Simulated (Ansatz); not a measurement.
Breaking the Si3–H4 bond in GeH4Si (SMILES [SiH3][GeH]) (multiplicity 1 held, fragments rigid). Energies count from the point at 1.489 Å.
Geometry at that point (charge 0, multiplicity 1):
```xyz
6

Ge     0.02686     0.67889     0.55006
H     -0.44428     1.55317    -0.70383
Si    -0.02125    -1.29644    -0.93386
H      0.90832    -1.08769    -2.07782
H     -1.39241    -1.47710    -1.48487
H      0.36638    -2.56249    -0.26127
```

R- and RO- levels are restricted; in cc, def2 and unpolarised 6-31G sets they are followed outwards from rest. U- levels take the lowest unrestricted solution at each point, which mixes spins at long bonds. Active spaces are followed from a long bond inwards. Levels need not reach the same state.

Cores are frozen in the correlated methods. Filled d and f shells under p-block atoms count as core.

The values were computed with Ansatz (a first-principles code) with Gaussian orbitals. Values without a source in brackets are computed.

Energies in kcal/mol.

```
R (Å)  R-MP2/def2-SVP  R-CCSD/def2-SVP  U-CCSD(T)/def2-SVP  FIC-MRCISD on CASSCF(2,2)/def2-SVP  FIC-MRCISD+Q on CASSCF(2,2)/def2-SVP
-----  --------------  ---------------  ------------------  ----------------------------------  ------------------------------------
1.191            30.0             30.0                30.1                                30.3                                  30.1
1.340             5.9              6.0                 6.1                                 6.2                                   6.1
1.489             0.0              0.0                 0.0                                 0.0                                   0.0
1.638             3.8              3.6                 3.5                                 3.4                                   3.5
1.786            12.6             12.0                11.7                                11.4                                  11.7
2.010            29.5             27.8                27.2                                26.7                                  27.1
2.233            46.9             43.5                43.0                                41.8                                  42.3
2.605            72.2             64.7                64.3                                61.6                                  61.9
2.977            91.2             78.2                76.0                                73.5                                  73.6
3.424           106.3             86.7                80.1                                80.2                                  80.0
4.020           115.1             91.1                81.0                                83.0                                  82.6
4.764           112.5             92.8                81.2                                83.7                                  83.3
```

Doubts at one or more of the structures used: a restricted determinant that unrestricted orbitals would lower (R-MP2/def2-SVP, R-CCSD/def2-SVP); other coupled-cluster roots lie near (R-CCSD/def2-SVP); T1 above 0.05 (R-CCSD/def2-SVP, U-CCSD(T)/def2-SVP); a spin-contaminated determinant (U-CCSD(T)/def2-SVP); the program's own flag: large difference (U-CCSD(T)/def2-SVP).
